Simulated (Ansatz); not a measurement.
Cartesian coordinates in Å:
```
C -2.000 0.309 0.817
C -0.496 0.219 0.905
C 0.146 -1.232 0.827
Al 0.844 0.005 -0.445
C 2.011 0.548 -1.902
H -2.485 -0.148 1.689
H -2.338 1.347 0.754
H -2.386 -0.207 -0.068
H -0.122 0.742 1.791
H -0.560 -1.974 0.445
H 0.611 -1.604 1.738
H 2.351 -0.307 -2.491
H 2.900 1.040 -1.493
H 1.523 1.263 -2.568
```

Charge 0, multiplicity 1.

Problem. List the PBE/def2-TZVPP orbital energies in eV (the Gaussian-basis code of Ansatz). (Estimate.)

Solution. The calculation gave: Occupied: -1505.96, -268.65, -268.31, -268.29, -268.00, -106.30, -68.44, -68.18, -68.12, -18.61, -17.03, -16.20, -13.23, -10.70, -9.92, -9.90, -9.81, -9.43, -8.85, -8.08, -7.76, -5.92, -4.40. Lowest empty: -1.52, -1.01, 0.41, 0.94, 1.52, 1.60, 1.95, 2.13.
